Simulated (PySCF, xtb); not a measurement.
diphosphane (H4P2), SMILES PP.

xtb with GFN2-xTB at its own geometry gives an orbital gap of 4.75 eV and a dipole moment of 0.00 D.

Coordinates come from a TPSSh-D3(BJ)/def2-TZVP optimisation.

Task: What does PBE0/def2-TZVPD in PySCF give? (Estimate from the structure and the level; the computed values follow.)

Result: gap 6.50 eV (levels -6.91 and -0.41 eV), dipole 0.00 D.
